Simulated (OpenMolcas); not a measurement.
## Fe4+, Ru4+, Os4+: d4 down the group

```
Program             : OpenMolcas 26.06
Method              : XMS-CASPT2, IPEA 0.25 Eh, imaginary shift 0.1 Eh
Basis               : ANO-RCC-VTZP
Scalar Hamiltonian  : DKH2, point nucleus
Spin-orbit coupling : state interaction with AMFI integrals over the reference wave functions, term energies averaged over their components
```

Active space for each ion: 4 electrons in 5 orbitals (d); closed shells correlated by CASPT2: Fe4+ 3s 3p; Ru4+ 4s 4p; Os4+ 5s 5p.

Computed levels in cm-1 above 5D0:

| Level | Fe4+ | Ru4+ | Os4+ |
| --- | --- | --- | --- |
| 5D1 | 154 | 487 | 4440 |
| 5D2 | 450 | 1303 | 8310 |
| 5D3 | 875 | 2320 | 11280 |
| 5D4 | 1410 | 3470 | 13210 |
| 3P0(1) | 25520 | 16870 | 18820 |
| 3H4 | 26230 | 18300 | 21070 |
| 3P1(1) | 26440 | 19270 | 25290 |
| 3H5 | 26570 | 19470 | 26140 |
| 3H6 | 26930 | 20450 | 28460 |
| weight of 5D in the lowest level (%) | 100 | 97 | 63 |

Mixed levels, with the weight of the term that names them: Os4+ 5D0 (63 %), Os4+ 5D4 (68 %), Os4+ 3P0(1) (51 %), Os4+ 3H4 (56 %), Os4+ 3H6 (75 %).

Measured, with the error of the calculation in %. Measured levels: Fe4+ from Corliss and Sugar, J. Phys. Chem. Ref. Data 11, 135 (1982); Os4+ from the list in Palmeri et al., Atoms 14, 22 (2026).

```csv
Level,Fe4+,Os4+
5D1,142 (+8.0),4311 (+3.0)
5D2,417 (+7.9),8083 (+2.8)
5D3,803 (+8.9),11018 (+2.4)
5D4,1283 (+9.9),12966 (+1.9)
3P0(1),24055 (+6.1),
3H4,24932 (+5.2),20374 (+3.4)
3P1(1),24973 (+5.9),24680 (+2.5)
3H5,25226 (+5.3),25344 (+3.2)
3H6,25528 (+5.5),27669 (+2.9)
```

The fine-structure level 5D4 changes by a factor of 9.37 from Fe4+ to Os4+.

Without spin-orbit coupling 3P(1) lies 26320, 18460, 15650 cm-1 above 5D in that order; the difference to the level 3P0(1), of either sign, comes from spin-orbit coupling, which also lowers the zero.

Term energies are means over components that CASPT2 splits; among the terms shown or strongly mixed into the levels shown the widest spread is 1100 cm-1 (5d4 1I, Os4+). The CASPT2 spread within a term exceeds the gap to the next term for 3d4 3H and 3d4 3P(1), so the order of their levels is uncertain (figures for Fe4+; the like holds for Os4+). Measured partners are found by configuration, term and J. A level has none where our copy of the source lacks it or the pairing is in doubt (some pairs that miss far off the trend of their configuration count as doubtful), and it then counts in no deviation. Only configurations of the active space appear.

A number in round brackets counts repeated terms of one configuration in the order of the reference energies.
